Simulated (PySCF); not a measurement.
Energy of Eu (europium, neutral) between two integer charges

The 6s beta orbital of [Xe] 4f7 6s2 is emptied in steps (occupation f), with all orbitals relaxed, ending at [Xe] 4f7 6s1. All numbers are calculated (PySCF 2.14, scalar relativity through the core potential, in def2-SVP with the def2 core potential (28 electrons) (10s6p4d3f1g, 78 functions)). The exact energy is a straight line in f; departures are measured from the line between the end points of the same method.

Problem. Among PBE0, r2SCAN, LC-wPBE, which shows the largest delocalisation error (convex curve), and which is closest to linear?

Solution. Most convex: r2SCAN (-0.411 eV at f = 0.4); closest to linear: LC-wPBE (0.029 eV).

```csv
f,PBE0 (eV),r2SCAN (eV),LC-wPBE (eV)
1,0.000,0.000,0.000
0.8,-0.251,-0.290,0.023
0.6,-0.378,-0.425,0.033
0.4,-0.379,-0.411,0.029
0.2,-0.251,-0.260,0.018
0,0.000,0.000,0.000
```

```csv
method,E(f=0) − E(f=1) (eV),−ε at f=1 (eV),−ε at f=0.4 (eV)
PBE0,5.525,3.961,5.841
r2SCAN,5.287,3.451,5.710
LC-wPBE,5.344,5.499,5.305
```

Reference removal energy between the ground levels: 5.670 eV (measured; NIST Atomic Spectra Database, ionization energies).
